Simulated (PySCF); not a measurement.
PySCF 2.14 output of a UHF calculation on a single atom or ion in dyall-av2z (22s16p12d, 130 functions), with no relativity, point nucleus:

```
SCF conv_tol = 1e-09
number electrons alpha = 28  beta = 25
cycle= 1 E= -7231.27590816443  delta_E= -0.00399  |g|= 0.0217  |ddm|= 0.155
cycle= 2 E= -7231.27649735338  delta_E= -0.000589  |g|= 0.00799  |ddm|= 0.0761
cycle= 3 E= -7231.27675868012  delta_E= -0.000261  |g|= 0.00389  |ddm|= 0.0758
cycle= 4 E= -7231.27700255992  delta_E= -0.000244  |g|= 0.00244  |ddm|= 0.112
cycle= 5 E= -7231.27713248378  delta_E= -0.00013  |g|= 0.000647  |ddm|= 0.149
cycle= 6 E= -7231.277134215  delta_E= -1.73e-06  |g|= 0.00016  |ddm|= 0.0157
cycle= 7 E= -7231.27713426249  delta_E= -4.75e-08  |g|= 3.07e-05  |ddm|= 0.00196
cycle= 8 E= -7231.27713427119  delta_E= -8.7e-09  |g|= 1.01e-05  |ddm|= 0.00136
cycle= 9 E= -7231.27713427128  delta_E= -9.28e-11  |g|= 2.41e-06  |ddm|= 0.000108
converged SCF energy = -7231.27713427128  <S^2> = 3.7571499  2S+1 = 4.0035734
```

The run itself started from symmetry-adapted Hartree-Fock orbitals and held the occupation by maximum overlap, so the iterations belong to that start.

Which element, charge and spin multiplicity is this?

Xe⁺ (xenon, charge +1), multiplicity 4; the state was [Kr] 4d10 5s2 5p4 6s1, high-spin 4P determinant (an excited configuration).

A non-relativistic calculation at this Z misses sizeable relativistic shifts. The outer electron is Rydberg-like, and this basis confines it to a smaller radius and binds it less than a complete one would.
